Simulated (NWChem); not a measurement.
System: C₂H₈Si; SMILES CC[SiH3]

NWChem input:

```
start job
memory heap 200 mb stack 900 mb global 1100 mb
geometry units angstroms noautoz
  Si     0.092781    -1.152507     0.002037
  C     -0.662512     0.589233     0.002396
  C      0.373456     1.721637    -0.005241
  H     -0.984828    -2.205194     0.011914
  H      0.948953    -1.356668    -1.221868
  H      0.963953    -1.349245     1.216554
  H     -1.324260     0.667680     0.892648
  H     -1.334914     0.664984    -0.880034
  H      1.024902     1.673939    -0.902486
  H      1.037430     1.674442     0.882846
  H     -0.109394     2.720832    -0.002049
end
basis spherical
  Si library def2-svp
  C library def2-svp
  H library def2-svp
end
dft
  xc mn15-l
  iterations 150
  mulliken
end
task dft energy
```

Output (shortened):

```
             Northwest Computational Chemistry Package (NWChem) 7.3.0
             --------------------------------------------------------

 C1  symmetry detected

                             Geometry "geometry" -> ""
                             -------------------------

 Output coordinates in angstroms (scale by  1.889725989 to convert to a.u.)

  No.       Tag          Charge          X              Y              Z
 ---- ---------------- ---------- -------------- -------------- --------------
    1 Si                  14.0000     0.11279330    -1.15774954    -0.00005423
    2 C                    6.0000    -0.66309956     0.57491204    -0.00012085
    3 C                    6.0000     0.35938814     1.71952802    -0.00004796
    4 H                    1.0000    -0.95228920    -2.22315248     0.00205637
    5 H                    1.0000     0.97768663    -1.34919614    -1.21987528
    6 H                    1.0000     0.97990356    -1.34668124     1.21860185
    7 H                    1.0000    -1.33035701     0.64365385     0.88681490
    8 H                    1.0000    -1.33175004     0.64452871    -0.88590040
    9 H                    1.0000     1.01601610     1.68142547    -0.89396825
   10 H                    1.0000     1.01924313     1.67835360     0.89140222
   11 H                    1.0000    -0.13529090     2.71292139     0.00264065

 Effective nuclear repulsion energy (a.u.)     111.3987555799

                                 NWChem DFT Module
                                 -----------------

 Summary of "ao basis" -> "ao basis" (spherical)
 ------------------------------------------------------------------------------
       Tag                 Description            Shells   Functions and Types
 ---------------- ------------------------------  ------  ---------------------
 Si                         def2-svp                 8       18   4s3p1d
 C                          def2-svp                 6       14   3s2p1d
 H                          def2-svp                 3        5   2s1p

            General Information
            -------------------
          SCF calculation type: DFT
          Wavefunction type:  closed shell.
          No. of atoms     :    11
          No. of electrons :    34
           Alpha electrons :    17
            Beta electrons :    17
          Charge           :     0
          Spin multiplicity:     1
          Use of symmetry is: off; symmetry adaption is: off
          Maximum number of iterations: 150
          AO basis - number of functions:    86
                     number of shells:    44
          Convergence on energy requested:  1.00D-06
          Convergence on density requested:  1.00D-05
          Convergence on gradient requested:  5.00D-04

              XC Information
              --------------
                       MN15-L Method XC Functional
                        MN15-L Exchange Functional  1.000
                      MN15-L Correlation Potential  1.000

             Grid Information
             ----------------
          Grid used for XC integration:  medium
          Radial quadrature: Mura-Knowles
          Angular quadrature: Lebedev.
          Tag              B.-S. Rad. Rad. Pts. Rad. Cut. Ang. Pts.
          ---              ---------- --------- --------- ---------
          Si                  1.10       88          11.0       590
          C                   0.70       49          11.0       434
          H                   0.35       45          12.0       434
          Grid pruning is: on
          Number of quadrature shells:   546
          Spatial weights used:  Erf1

      Superposition of Atomic Density Guess
      -------------------------------------

 Sum of atomic energies:        -367.98239746

      Non-variational initial energy
      ------------------------------

 Total energy =    -369.665867
 1-e energy   =    -725.932317
 2-e energy   =     244.867694
 HOMO         =      -0.351462
 LUMO         =       0.073554

     ---------------------------------------------
      Total Density - Mulliken Population Analysis
     ---------------------------------------------

    Atom       Charge   Shell Charges
 -----------   ------   -------------------------------------------------------
    1 Si  14    13.58   2.00  1.99  1.01  0.29  5.94  1.12  1.10  0.14
    2 C    6     6.50   1.99  0.97  0.29  2.04  1.19  0.02
    3 C    6     6.26   1.99  0.95  0.22  2.02  1.06  0.03
    4 H    1     1.07   0.69  0.37  0.01
    5 H    1     1.08   0.70  0.37  0.01
    6 H    1     1.08   0.70  0.37  0.01
    7 H    1     0.87   0.66  0.19  0.02
    8 H    1     0.87   0.66  0.19  0.02
    9 H    1     0.90   0.67  0.20  0.02
   10 H    1     0.90   0.67  0.20  0.02
   11 H    1     0.90   0.67  0.20  0.02

   convergence    iter        energy       DeltaE   RMS-Dens  Diis-err
 ---------------- ----- ----------------- --------- --------- ---------
 d= 0,ls=0.0,diis     1   -370.1559700470 -4.82D+02  5.63D-03  2.33D-01
 d= 0,ls=0.0,diis     2   -370.1691765101 -1.32D-02  3.26D-03  4.93D-02
 d= 0,ls=0.0,diis     3   -370.1724080865 -3.23D-03  1.39D-03  2.64D-02
 d= 0,ls=0.0,diis     4   -370.1762041717 -3.80D-03  8.09D-05  4.25D-05
 d= 0,ls=0.0,diis     5   -370.1762084163 -4.24D-06  2.95D-05  1.34D-05
  Resetting Diis
 d= 0,ls=0.0,diis     6   -370.1762101530 -1.74D-06  6.74D-06  1.91D-07
 d= 0,ls=0.0,diis     7   -370.1762101834 -3.04D-08  2.22D-06  8.05D-09

         Total DFT energy =     -370.176210183406
      One electron energy =     -728.416858180291
           Coulomb energy =      281.287694242675
    Exchange-Corr. energy =      -34.445801825689
 Nuclear repulsion energy =      111.398755579900

 Numeric. integr. density =       33.999979090815

                       DFT Final Molecular Orbital Analysis
                       ------------------------------------

[...]
```

Level: MN15-L/def2-SVP. The geometry was optimised at PBE-D3(BJ)/def2-SVP.
